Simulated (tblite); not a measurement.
Compound: C5H11O4P.
Numbering: `[CH3:1][O:2][P@@:3]1(=[O:4])[O:5][CH2:6][CH2:7][C@H:8]([CH3:9])[O:10]1` (hydrogens: H11, H12, H13 on C1; H14, H15 on C6; H16, H17 on C7; H18 on C8; H19, H20, H21 on C9)

Computed geometry: GFN2-xTB, gas phase.

Question: Give the optimised bond lengths and angles.

Answer: 
| bond | length (Å) | order |
| --- | --- | --- |
| C1–O2 | 1.417 | single |
| O2–P3 | 1.623 | single |
| P3=O4 | 1.449 | double |
| P3–O5 | 1.593 | single |
| O5–C6 | 1.421 | single |
| C6–C7 | 1.524 | single |
| C7–C8 | 1.528 | single |
| C8–C9 | 1.522 | single |
| C8–O10 | 1.427 | single |
| P3–O10 | 1.602 | single |
| C1–H11, C1–H12, C1–H13 | 1.091 | single |
| C6–H14 | 1.095 | single |
| C6–H15 | 1.094 | single |
| C7–H16 | 1.090 | single |
| C7–H17 | 1.092 | single |
| C8–H18 | 1.099 | single |
| C9–H19, C9–H20, C9–H21 | 1.087 | single |

Bonds in one row agree within 0.01 Å and their mean is given. Orders are formal, as drawn. A selection of angles:
| angle | degrees |
| --- | --- |
| C1–O2–P3 | 117.5 |
| O2–P3–O4 | 115.6 |
| O2–P3–O5 | 101.4 |
| O2–P3–O10 | 104.3 |
| O4–P3–O5 | 115.6 |
| O4–P3–O10 | 113.7 |
| O5–P3–O10 | 104.7 |
| P3–O5–C6 | 117.4 |
| O5–C6–C7 | 111.2 |
| C6–C7–C8 | 110.0 |
| C7–C8–C9 | 112.5 |
| C7–C8–O10 | 109.7 |
| C9–C8–O10 | 107.2 |
| P3–O10–C8 | 117.5 |

Torsions: C1–O2–P3–O4 27° (synperiplanar); O2–P3–O5–C6 63° (synclinal); P3–O5–C6–C7 55° (synclinal); O5–C6–C7–C8 -59° (synclinal); C6–C7–C8–C9 179° (antiperiplanar); C7–C8–O10–P3 -56° (synclinal); O2–P3–O10–C8 -59° (synclinal).

O10 (oxygen bonded to C and P) is bent (angle 117.5°). The O–P distances run from 1.449 Å (P3=O4, drawn double) to 1.623 Å (O2–P3, drawn single), a spread of 0.174 Å. Of the pairs four or more bonds apart, O4···H12 is among the closest relative to their van der Waals radii: 2.41 Å, 89 % of the sum of Bondi's values. The 6-membered ring P3–O5–C6–C7–C8–O10 has internal angles of 104.7° to 117.5°; it is puckered, 0.22 Å rms from its mean plane, widest ring torsion 59°. P3 (phosphoryl phosphorus) is distorted tetrahedral (angles from 101.4° to 115.6°).

Point group: C1 (no symmetry element, even within 0.4 Å). Its GFN2-xTB frequencies are all real (lowest 40 cm⁻¹). One conformer, not necessarily the lowest.

Hardware: one thread of an Arm Neoverse V1 (shared host). Cost: 0.78 s of wall time. That covers the optimisation of the geometry.
